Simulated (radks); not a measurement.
The thulium ion Tm+ inside a hard spherical wall (all orbitals vanish at R), configuration held at [Xe] 4f13 6s1 and not refilled when levels cross. Method: scalar-relativistic Kohn-Sham, PBEsol, spin-unpolarised, spherical densities, finite nucleus; Fermi nuclear charge, rms radius 5.2256 fm; computed with a radial shooting solver on a logarithmic mesh with Libxc functionals. Eigenvalues in eV, with the zero of energy where the potential of the charges vanishes at infinity; a dash marks a level that is unbound or too diffuse for the functional's potential to be trusted. A positive occupied level is held by the wall or, in an anion where self-interaction has pushed it up, behind a barrier. The pressure on the wall is -dE/dV.

| R (bohr) | E (hartree) | kinetic (hartree) | e(5s) | e(5p) | e(4f) | e(6s) | e(5d, empty) | e(6p, empty) | pressure (GPa) |
|---|---|---|---|---|---|---|---|---|---|
| free | -13561.4925 | 14735.963 | -60.152 | -33.672 | -9.808 | -9.152 | -6.578 | -5.462 | 0 |
| 20 | -13561.4925 | 14735.963 | -60.152 | -33.672 | -9.808 | -9.152 | -6.578 | -5.462 | < 0.0001 |
| 15 | -13561.4925 | 14735.963 | -60.152 | -33.672 | -9.808 | -9.152 | -6.578 | -5.462 | < 0.0001 |
| 10 | -13561.4923 | 14735.966 | -60.136 | -33.656 | -9.793 | -9.137 | -6.561 | -5.380 | 0.00686 |
| 8 | -13561.4896 | 14735.990 | -60.022 | -33.545 | -9.681 | -9.005 | -6.439 | -4.969 | 0.129 |
| 6 | -13561.4620 | 14736.152 | -59.432 | -32.976 | -9.092 | -7.973 | -5.718 | -2.776 | 2.28 |
| 5 | -13561.3952 | 14736.462 | -58.612 | -32.203 | -8.237 | -5.868 | -4.537 | 0.912 | 10.8 |
| 3.5 | -13560.7971 | 14739.076 | -54.549 | -28.274 | -3.541 | 8.634 | 2.179 | 21.938 | 202 |
| 3 | -13559.9154 | 14742.912 | -50.344 | -23.822 | 1.605 | 25.209 | 9.359 | 43.261 | 722 |
| 2 | -13549.1205 | 14784.195 | -16.917 | 15.691 | 38.440 | 155.20 | 65.087 | 192.29 | 17400 |
| 1.5 | -13515.0681 | 14897.991 | 67.238 | 115.20 | 105.11 | 428.65 | 188.97 | 485.56 | 142000 |
